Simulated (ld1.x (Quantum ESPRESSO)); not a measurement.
## Sc (Z = 21): one change to a PAW potential, before and after

| Item | Value |
| --- | --- |
| Element | scandium (Sc) |
| Generator | ld1.x (Quantum ESPRESSO) 7.5 |
| Type | PAW |
| Functional | PBE |
| Relativity | scalar-relativistic |
| Frozen core | [Ar] |
| Valence charge | 3 |
| Reference configuration | 3d1 4s1.75 4p0.25 |
| Partial waves | 4s (bound): rcut 2.90, rcutus 3.15 bohr; 4s channel at 0.05 Ry: rcut 2.90, rcutus 3.15 bohr; 4p (bound): rcut 3.05, rcutus 3.30 bohr; 4p channel at 2.5 Ry: rcut 3.05, rcutus 3.30 bohr; 3d (bound): rcut 1.50, rcutus 2.10 bohr; 3d channel at 0.5 Ry: rcut 1.50, rcutus 2.10 bohr |
| Local potential | all-electron potential smoothed inside 2.25 bohr (lloc = -1) |
| Core correction | Bessel-smoothed model core, default radius (core density twice the valence density) |
| Augmentation charge | PSQ, inside the norm-conserving radii |

Change: wave 4p channel at 2.5 Ry: rcut 3.05, rcutus 3.30 bohr becomes 4p channel at 7.56 Ry: rcut 3.05, rcutus 3.30 bohr.

Cutoffs: the cutoffs (Ry, on a coarse ladder) from which the occupation-weighted sum of valence levels, in a spherical-Bessel basis at the reference potential, stays within 10 and 1 mRy of its value at 400 Ry; they do not see the model core or the augmentation charge, which bear on the density cutoff. Errors are all-electron minus pseudo energies relative to the spin-unpolarised reference configuration.

Problem. How do hardness, ghosts and transferability respond?

Solution. The potential gets neither clearly harder nor softer (18 Ry and 25 Ry → 18 Ry and 25 Ry); of the 7 tests that both files solve, the error grows in 0 and shrinks in 2 by more than 15 % and 0.3 meV (median size 3.6 → 1.8 meV); the range in which the p phases agree narrows (upper end 2.9 → 1.4); neither file shows a bound ghost.

```tsv
quantity	base	changed
cutoff, loose	18 Ry	18 Ry
cutoff, tight	25 Ry	25 Ry
bound ghosts	none	none
error for 3d1 4s2 4p0, meV [ΔE -0.68 eV]	0.0	0.0
error for 3d1 4s1 4p0, meV [ΔE 6.21 eV]	-1.8	-1.8
error for 3d1 4s0 4p0, meV [ΔE 18.98 eV]	-22	-22
error for 3d1 4s1 4p1, meV [ΔE 2.10 eV]	-0.7	-0.6
error for 3d1 4s0 4p1, meV [ΔE 9.64 eV]	-4.7	+1.9
error for 3d0 4s2 4p0, meV [ΔE 7.70 eV]	-187	-187
error for 3d1 4s0 4p2, meV [ΔE 4.99 eV]	-3.6	-1.8
s: phases at 3.62 bohr within 0.05 rad from the reference energy up to (Ry; the scan ends near 5)	0.9	0.9
p: phases at 3.62 bohr within 0.05 rad from the reference energy up to (Ry; the scan ends near 5)	2.9	1.4
d: phases at 3.62 bohr within 0.05 rad from the reference energy up to (Ry; the scan ends near 5)	3.7	3.7
lowest overlap eigenvalue by channel	s 0.34, p 0.89, d 1.00	s 0.34, p 0.12, d 1.00
```
